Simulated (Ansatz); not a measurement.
Ga(Me)(OH)(NH2) (CH6GaNO), SMILES [CH3][Ga]([NH2])[OH]. Atoms are numbered in the order given.

```xyz
10

Ga    -0.0228    -0.0277     0.0211
C      1.8247    -0.4078    -0.5438
H      1.9916    -1.4941    -0.6130
H      2.5425    -0.0001     0.1851
H      2.0323     0.0409    -1.5266
O     -0.7479    -0.5969     1.5699
H     -0.1562    -1.1178     2.1253
N     -1.2305     0.9363    -0.9309
H     -2.1739     1.1087    -0.6014
H     -1.0561     1.3608    -1.8338
```

Geometry optimised at B3LYP-D3(BJ)/def2-SVP. Other conformers were not sampled.

Two levels are set side by side: PBE-D3(BJ)/def2-SVP (Ansatz, an electronic-structure program) and B3LYP-D3(BJ)/def2-SVP (Ansatz). Each level has its own optimised geometry; the coordinates shown are those of the second. Differences are taken from unrounded values.

```tsv
quantity	B3LYP-D3(BJ)	PBE-D3(BJ)	PBE-D3(BJ) minus B3LYP-D3(BJ)
mean bond length (Å)	1.320	1.327	0.007
bond Ga1–C2 (Å)	1.969	1.969	0.001
bond Ga1–O6 (Å)	1.802	1.815	0.012
bond Ga1–N8 (Å)	1.815	1.820	0.005
bond C2–H3 (Å)	1.101	1.108	0.007
bond C2–H4 (Å)	1.101	1.108	0.007
bond C2–H5 (Å)	1.100	1.107	0.007
bond O6–H7 (Å)	0.964	0.973	0.009
bond N8–H9 (Å)	1.014	1.021	0.007
bond N8–H10 (Å)	1.013	1.019	0.006
```

GGA bonds tend to be longer and softer than those of functionals with exact exchange. Differences between two approximate levels are no errors against the true value.
